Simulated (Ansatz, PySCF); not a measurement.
# Pb2O(OH)2 in two programs

Pb2O(OH)2 (singlet), relaxed with PySCF 2.14.0, RKS PBE0, Pb def2-SVP with ECP60, O def2-SVP, H def2-SVP; non-relativistic Hamiltonian with scalar-relativistic core potentials where named; density fitting; no spin-orbit coupling:

```xyz
7

Pb   -1.2723    0.0000    2.0503
Pb   -1.2723    0.0000   -2.0503
O    -0.8632    0.0000    0.0000
O     0.7657    0.0000    2.5790
H     1.2829    0.0000    1.7617
O     0.7657    0.0000   -2.5790
H     1.2829    0.0000   -1.7617
```

There the HOMO–LUMO gap is 4.79 eV. 

The same geometry by Ansatz 0.2.0 (PBE, PAW, a periodic box with 9 Å of vacuum):

```
spin-orbit coupling  gap (eV)  largest force component (eV/Å)
            without      2.97                            0.35
```

(1) What does the run with spin-orbit coupling give?

The spin-orbit runs use fully relativistic datasets of their own, so changes of a few hundredths of an eV needn't come from the coupling.

A frequency check found unstable modes (1, the lowest at -14 cm⁻¹), so the relaxed geometry is a saddle point, or these are noise.

The two programs differ in functional, so their gaps don't test each other.

## Answers

(1) gap (eV): 2.81, largest force component (eV/Å): 0.36. It took 18 s on 2 threads of Arm Neoverse V2, on a shared host, peak memory 1.9 GiB.
